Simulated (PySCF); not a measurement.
4'-fluoroacetophenone (CC(=O)c1ccc(F)cc1, C₈H₇FO)

Molfile (atoms numbered from 1):
```
C8H7FO
     RDKit          3D

 17 17  0  0  0  0  0  0  0  0999 V2000
    2.6468   -0.6741   -0.1510 C   0  0  0  0  0  0  0  0  0  0  0  0
    1.7643    0.4587    0.3114 C   0  0  0  0  0  0  0  0  0  0  0  0
    2.2358    1.4498    0.8251 O   0  0  0  0  0  0  0  0  0  0  0  0
    0.2860    0.3332    0.1217 C   0  0  0  0  0  0  0  0  0  0  0  0
   -0.5225    1.3936    0.5543 C   0  0  0  0  0  0  0  0  0  0  0  0
   -1.9015    1.3451    0.4099 C   0  0  0  0  0  0  0  0  0  0  0  0
   -2.4717    0.2179   -0.1758 C   0  0  0  0  0  0  0  0  0  0  0  0
   -3.7912    0.1630   -0.3181 F   0  0  0  0  0  0  0  0  0  0  0  0
   -1.6995   -0.8511   -0.6158 C   0  0  0  0  0  0  0  0  0  0  0  0
   -0.3181   -0.7868   -0.4636 C   0  0  0  0  0  0  0  0  0  0  0  0
    2.5272   -0.8501   -1.2312 H   0  0  0  0  0  0  0  0  0  0  0  0
    2.3868   -1.6114    0.3650 H   0  0  0  0  0  0  0  0  0  0  0  0
    3.6908   -0.4171    0.0636 H   0  0  0  0  0  0  0  0  0  0  0  0
   -0.0305    2.2566    1.0078 H   0  0  0  0  0  0  0  0  0  0  0  0
   -2.5471    2.1607    0.7405 H   0  0  0  0  0  0  0  0  0  0  0  0
   -2.1896   -1.7143   -1.0691 H   0  0  0  0  0  0  0  0  0  0  0  0
    0.2886   -1.6259   -0.8090 H   0  0  0  0  0  0  0  0  0  0  0  0
  1  2  1  0
  2  3  2  0
  2  4  1  0
  4  5  1  0
  5  6  2  0
  6  7  1  0
  7  8  1  0
  7  9  2  0
  9 10  1  0
 10  4  2  0
  1 11  1  0
  1 12  1  0
  1 13  1  0
  5 14  1  0
  6 15  1  0
  9 16  1  0
 10 17  1  0
M  END
```

Theory: PySCF 2.14.0, quadratic response CAM-B3LYP/aug-cc-pVDZ first hyperpolarisability, Taylor convention, gas phase. Geometry: PBE0-D3(BJ)/def2-SVP.

(1) Give the tensor of the second harmonic β(−2ω;ω,ω) at 1064 nm in the axes of these coordinates.

## Answers

(1) In au, Taylor convention; rows are the first index (the induced dipole):
|  | xx | yy | zz | xy | xz | yz |
| --- | --- | --- | --- | --- | --- | --- |
| x | -682.4 | +41.5 | -1.1 | -29.3 | -73.9 | +15.5 |
| y | -29.7 | +55.7 | +23.0 | +35.0 | +12.0 | +6.7 |
| z | -74.1 | +7.4 | +33.6 | +12.1 | -2.0 | +23.0 |

Norm of βᵢ = ⅓ Σⱼ (βᵢⱼⱼ + βⱼᵢⱼ + βⱼⱼᵢ): 649.7 au, hyper-Rayleigh value 281.4 au.
